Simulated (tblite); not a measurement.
Compound: C₆H₈F₂.
Numbering: `[CH:1]#[C:2][C@@H:3]([F:4])[C@H:5]([CH3:6])[CH2:7][F:8]` (hydrogens: H9 on C1; H10 on C3; H11 on C5; H12, H13, H14 on C6; H15, H16 on C7)

Computed with GFN2-xTB (tblite), gas phase: Langevin dynamics at 400 K from the optimised GFN2-xTB geometry, time step 0.5 fs, friction 0.01 fs⁻¹, 2000 steps.

Start geometry:
```
atom  x, y, z in Å
C1      2.903   -0.855    0.427
C2      1.921   -0.581   -0.199
C3      0.713   -0.286   -0.949
F4      0.140   -1.465   -1.403
C5     -0.312    0.480   -0.093
C6     -0.814   -0.384    1.061
C7     -1.478    0.933   -0.970
F8     -1.053    1.877   -1.875
H9      3.775   -1.078    0.965
H10     0.965    0.293   -1.850
H11     0.192    1.370    0.298
H12     0.020   -0.685    1.690
H13    -1.530    0.166    1.666
H14    -1.296   -1.280    0.676
H15    -1.891    0.100   -1.546
H16    -2.264    1.403   -0.371
```

The statistics below take the 31 frames saved every 25 fs from 250 to 1000 fs; their kinetic temperature (all 3N coordinates) averages 402 K.

**Question.** Give the mean, spread and extremes of the bond lengths.

**Answer.** 
```
  bond  start (Å)  mean (Å)  standard deviation (Å)  shortest (Å)  longest (Å)
 C1≡C2      1.197     1.200                   0.010         1.173        1.225
 C2–C3      1.452     1.451                   0.025         1.400        1.512
 C3–F4      1.388     1.397                   0.037         1.344        1.477
 C3–C5      1.540     1.555                   0.039         1.454        1.612
 C5–C6      1.526     1.543                   0.025         1.466        1.589
 C5–C7      1.527     1.522                   0.034         1.473        1.591
 C7–F8      1.375     1.386                   0.032         1.317        1.441
 C1–H9      1.049     1.052                   0.025         1.008        1.108
C3–H10      1.100     1.105                   0.032         1.046        1.174
C5–H11      1.095     1.100                   0.037         1.035        1.165
C6–H12      1.087     1.095                   0.044         1.007        1.217
C6–H13      1.087     1.096                   0.027         1.032        1.156
C6–H14      1.088     1.090                   0.032         1.021        1.164
C7–H15      1.094     1.094                   0.027         1.051        1.163
C7–H16      1.094     1.100                   0.040         1.025        1.185
```

**Question.** How far does each atom move about its mean position (frames aligned on the start, all atoms weighted alike), and what rms force does it feel?

**Answer.** 
```
atom  rms displacement (Å)  rms force (eV/Å)
  C1                  0.32              1.69
  C2                  0.16              1.43
  C3                  0.18              2.02
  F4                  0.36              0.99
  C5                  0.12              2.10
  C6                  0.20              2.01
  C7                  0.16              2.10
  F8                  0.44              1.11
  H9                  0.52              0.96
 H10                  0.34              1.09
 H11                  0.23              1.31
 H12                  0.43              1.45
 H13                  0.28              1.05
 H14                  0.39              1.17
 H15                  0.32              0.95
 H16                  0.44              1.26
```

The displacements run from 0.12 to 0.52 Å, the largest at H9.

**Question.** Follow the torsions C2–C3–C5–C6 and C3–C5–C7–F8 through every second one of these frames.

**Answer.** 
```
t (fs)  C2–C3–C5–C6 (°)  C3–C5–C7–F8 (°)
   250              -68              -95
   300              -68              -74
   350              -62              -57
   400              -55              -59
   450              -59              -67
   500              -62              -74
   550              -54              -93
   600              -47              -96
   650              -48             -100
   700              -43             -107
   750              -33              -94
   800              -50              -70
   850              -64              -58
   900              -76              -52
   950              -95              -62
  1000             -109              -86
```

Largest departure from the start value over all these frames: C2–C3–C5–C6 44° (start -65°), C3–C5–C7–F8 41° (start -67°).

**Question.** How widely does the potential energy scatter, against a harmonic estimate?

**Answer.** Mean 0.67 eV above the start, standard deviation 0.140 eV, range 0.36 to 0.94 eV. For 42 classical harmonic modes at 400 K the canonical values are 42kT/2 = 0.72 eV and kT·√(42/2) = 0.158 eV.

The run is classical and short, so these are rough statistics of one trajectory.

The cost below is that of the whole dynamics run. Time: 8.4 s of wall time. Hardware: one thread, x86-64 server, no GPU, shared host.
